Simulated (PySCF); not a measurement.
## C₆ coefficients of unlike pairs at TPSS

Calculated with PySCF 2.14 from the dipole response of each species, C₆(A,B) = (3/π) ∫ α_A(iu) α_B(iu) du, in atomic units, from isotropic polarisabilities. For ions this is the dispersion term alone; charge-induced terms of lower order in 1/R come first.

```json
{"species": "Ta²⁺", "configuration": "[Xe] 4f14 5d3 (4F)", "basis": "aug-cc-pVTZ-PP with ECP60MDF (6s6p5d3f2g)", "relativity": "core potential", "α (bohr³)": "14.80", "C₆ (like pair)": "82.64"}
{"species": "F", "configuration": "[He] 2s2 2p5 (2P)", "basis": "aug-cc-pVDZ-DK (4s3p2d)", "relativity": "spin-free X2C", "α (bohr³)": "3.140", "C₆ (like pair)": "8.119"}
{"species": "Fe³⁺", "configuration": "[Ar] 3d5 (6S)", "basis": "aug-cc-pVTZ-DK (8s7p5d3f2g)", "relativity": "spin-free X2C", "α (bohr³)": "1.946", "C₆ (like pair)": "4.785"}
{"species": "Au²⁺", "configuration": "[Xe] 4f14 5d9 (2D)", "basis": "def2-TZVPPD with the def2 core potential (60 electrons) (6s5p3d2f1g)", "relativity": "core potential", "α (bohr³)": "7.992", "C₆ (like pair)": "50.50"}
```

(1) Estimate C₆ for Au²⁺ with Ta²⁺.

No spin-orbit coupling is included.

The other pairs:

| pair | C₆ |
| --- | --- |
| Fe³⁺, F | 6.109 |
| F, Ta²⁺ | 24.92 |
| Fe³⁺, Ta²⁺ | 17.93 |
| Au²⁺, Fe³⁺ | 15.25 |
| Au²⁺, F | 20.24 |

## Answers

(1) The integral gives 62.24. The combination rule 2 C_A C_B / (C_A α_B/α_A + C_B α_A/α_B) gives 60.42 and the geometric mean 64.60.
